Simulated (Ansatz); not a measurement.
Abridged output of a molecular run in Ansatz:

```
Functional definition: HF
1386 factors; integrals over basis functions are off by at most 8.4e-4 eV
mean field evaluation 1: about -19277.4321 eV, gradient 6.4e1 eV
mean field evaluation 2: about -19277.6340 eV, gradient 6.4e1 eV
mean field evaluation 4: about -19285.4081 eV, gradient 9.6e0 eV
mean field evaluation 8: about -19285.6626 eV, gradient 9.0e-1 eV
mean field evaluation 16: about -19285.6666 eV, gradient 1.9e-6 eV
mean field -19285.66656963 eV, -708.7351741397 hartree, gradient 2.1e-6 eV, S^2 0.000000; 0 other end points of the search recorded, 0 dependent functions left out
8 core orbitals not correlated: weight in the atoms' cores, before any rotation towards them, 1.000 or more for the frozen orbitals, at most 0.000 for the correlated occupied ones
reference -19285.66656963 eV, -708.7351741397 hartree; 20, 20 occupied and 191, 191 virtual orbitals, 1386 factors
second order -37.08855210 eV of doubles, -0.00000000 eV of singles
cycle   1  -34.93244122 eV  change     2.2e0 eV  update   2.7e-1
cycle   2  -36.24586590 eV  change    -1.3e0 eV  update   1.7e-1
cycle   3  -36.56349530 eV  change   -3.2e-1 eV  update   4.5e-2
cycle   4  -36.58189548 eV  change   -1.8e-2 eV  update   2.0e-2
cycle   5  -36.55383390 eV  change    2.8e-2 eV  update   7.2e-3
cycle   6  -36.55120169 eV  change    2.6e-3 eV  update   3.3e-3
cycle   7  -36.55395062 eV  change   -2.7e-3 eV  update   1.5e-3
cycle   8  -36.55349537 eV  change    4.6e-4 eV  update   6.4e-4
cycle   9  -36.55350102 eV  change   -5.6e-6 eV  update   2.7e-4
cycle  10  -36.55401636 eV  change   -5.2e-4 eV  update   1.2e-4
cycle  11  -36.55377082 eV  change    2.5e-4 eV  update   6.1e-5
cycle  12  -36.55365272 eV  change    1.2e-4 eV  update   3.7e-5
cycle  13  -36.55372361 eV  change   -7.1e-5 eV  update   1.6e-5
cycle  14  -36.55370203 eV  change    2.2e-5 eV  update   7.2e-6
perturbative correction -1.87196928 eV, -0.0687936022 hartree
Total energy: -19324.09224094 eV, -710.1472915144 hartree
```

Its atoms:

Cartesian coordinates in Å:
```
N 0.786 -0.149 0.898
Nb -0.433 0.094 -0.589
F -0.080 1.717 -1.435
F -0.228 -1.304 -1.805
S -2.378 0.081 0.289
H 0.541 -0.256 1.871
H 1.791 -0.182 0.771
```

**Question.** Which basis set was used?
A. def2-SVP
B. cc-pV(Q+d)Z
C. def2-QZVPP
D. def2-TZVPP

**Answer.** D. It gives 219 functions.

**Question.** Write the keys of the input that set method, charge and spin (a neutral closed shell needs none for the last two).

**Answer.** 
```yaml
correlation: {method: ccsd_t}
```
